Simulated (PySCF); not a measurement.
Mo(NH)(S)(Cl)(SH) (ClH2MoNS2), SMILES [NH]=[Mo](=[S])([SH])[Cl], multiplicity 1. Heavy atoms are numbered as in [Mo:1](=[NH:2])(=[S:4])([Cl:5])[SH:6]. Hydrogens are named by the atom that carries them.

Geometry optimised at PBE0-D3(BJ)/def2-SVP. The multiplicity is an assumed one; no other spin state was optimised. The structure was generated by enumeration; whether it is a known compound was not checked. The def2 effective core potentials stand for the cores of Mo; spin–orbit coupling is left out. Other conformers were not sampled.

The numbers are results of M06-2X/def2-TZVP (PySCF), not measurements.

ESP charges are fitted to the potential on shells at 1.4 to 2.0 van der Waals radii. Atomic charges (e), one atom of each kind:

```json
[
 {"atom": "Mo1", "Mulliken": "1.21", "ESP fit": "0.26"},
 {"atom": "N2 (NH)", "Mulliken": "-0.63", "ESP fit": "-0.34"},
 {"atom": "H on N2", "Mulliken": "(withheld)", "ESP fit": "0.34"},
 {"atom": "S4", "Mulliken": "(withheld)", "ESP fit": "-0.13"},
 {"atom": "Cl5", "Mulliken": "-0.36", "ESP fit": "-0.13"},
 {"atom": "S6 (SH)", "Mulliken": "-0.36", "ESP fit": "-0.19"},
 {"atom": "H on S6", "Mulliken": "(withheld)", "ESP fit": "0.19"}
]
```

### Question
What belongs in the gaps? (Estimate from the structure and the level; the computed values follow.)

### Answer

- H on N2, Mulliken: 0.28
- S4, Mulliken: -0.32
- H on S6, Mulliken: 0.19
